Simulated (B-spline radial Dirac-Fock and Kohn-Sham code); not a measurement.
Calculated with a radial B-spline solver, using Dirac-Fock ΔSCF + Breit + QED. The model has no electron correlation.

Question: Identify the element and charge state from the binding energies below (tabulated ground configuration; the least bound level is included).

| level | binding energy (eV) |
| --- | --- |
| K | 54992.4 |
| L2 | 9784.2 |
| M1 | 3202.4 |
| M2 | 3000.5 |
| M5 | 2452.6 |
| N1 | 1415.8 |
| N2,3 | 1294.3 |

Answer: Dy³¹⁺: Z = 66 with 35 electrons, [Ar] 3d10 4s2 4p5. The hydrogen-like estimate √(E/Ry) = 63.6 for the K level lies 2.4 below Z (screening lowers it, relativity raises it); the outermost level, at 1294.3 eV, fixes the charge.
